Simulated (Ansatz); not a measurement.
A made-up structure of CH4ClSn (charge +1), closed shell:

Cl1  (-2.463, -1.610, 1.320)
C2  (0.494, 0.921, -0.069)
Sn3  (-0.502, -1.083, 0.021)
H4  (0.071, -2.425, -0.850)
H5  (0.421, 1.101, -1.111)
H6  (-0.107, 1.507, 0.578)
H7  (1.461, 0.646, 0.268)
(Å)

It is relaxed with PBE-D4/def2-SVP and then PBE0-D4/def2-TZVP (Ansatz 0.2.0). Atoms count as bonded within 1.22 times the sum of their covalent radii (H–H: 0.88 Å). The end point is not checked to be a true minimum.

Problem. Does its bonding change? (A judgement: the text doesn't fix the answer.)

Solution. Computed: No: no bond forms or breaks.

Where it ends: The first stage lowers the energy by 0.36 eV in 5 steps. It ends as CH₄ClSn ([CH3][SnH][Cl]), total charge +1:
```
7
angstrom
Cl -2.2555 -1.3853 1.2383
C 0.4120 0.8016 -0.0459
Sn -0.4278 -1.1215 -0.0470
H -0.0119 -2.5594 -0.8315
H 0.4026 1.1738 -1.0723
H -0.1855 1.4303 0.6121
H 1.4424 0.7191 0.3058
```

Labels in which every atom is bracketed show which atoms are joined, not bond orders.

For scale, one of the runs: PBE0-D4/def2-TZVP relaxation, 142 basis functions, launched by `ansatz run in.yaml --threads 2 --pin off --events-out ev --progress --plain --max-ram 4352MiB`. The run took about 19 s on 2 CPU threads of an Arm Neoverse V2 (shared host).
